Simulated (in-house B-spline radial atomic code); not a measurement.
**RPA and G0W0 on LDA VWN5: Li II (Li+)**

Configuration 1s2, mean-field start LDA VWN5. Computed with a B-spline radial code for spherical atoms: all electrons, non-relativistic, point nucleus, each spin shell either full or empty, empty states to l = 9 with an (l + 1/2)⁻⁴ tail; G0W0 by contour deformation at full frequency.

Command:
```bash
python run_gw.py task.json out
```
Settings (radii: box in bohr, nucleus in fm):
```
Z                        3
electrons                2
configuration            1s2
hamiltonian              nr
method                   lda,vwn
lmax                     9
spin_polarised           False
box_radius               23.78
intervals                44
ion_configuration        1s1
```

Cost of the run: 1 s on 1 thread of Arm Neoverse N1, on a shared host.

Energies (hartree):

```
                                     term      value
                         mean-field total   -7.14282
Hartree-Fock functional on these orbitals   -7.23413
                      direct second order  -0.095737
                    second-order exchange   0.047869
                         SOSEX correction    0.04351
```

(1) What is the RPA correlation energy, and what remains with SOSEX?

Quasi-particle levels (eV):

```tsv
level	occupied	mean field	Σx - vxc	Σc	QP weight	G0W0
1s	yes	-59.60	-16.76	?	?	?
2s	no	-6.529	1.45	-0.11	0.998	-5.197
```

G0W0 = mean field + (Σx - vxc) + Σc, with Σc (partial-wave tail included) taken at the quasi-particle energy.

(2) Where does G0W0 put 1s?

(3) What does it cost to remove one electron (to 1s1) by differences of total energies, each species on its own start (correlation terms add to the Hartree-Fock functional)?

## Answers

(1) RPA gives -0.087019 hartree (-1.18 eV per electron); RPA + SOSEX gives -0.043509, and the second-order doubles -0.047868 hartree (no singles). SOSEX takes back 50 % of the RPA value, the self-correlation of each of the two electrons.

(2) At -75.13 eV, with Σc = 1.23 eV and a quasi-particle weight of 0.947. The tabulated removal energy is 75.640 eV (NIST, tabulated theory).

(3) LDA VWN5 74.58 eV, Hartree-Fock functional 74.43 eV, + RPA 76.19 eV, + RPA + SOSEX 75.62 eV, + second order 75.74 eV. Tabulated: 75.640 eV (NIST, tabulated theory).
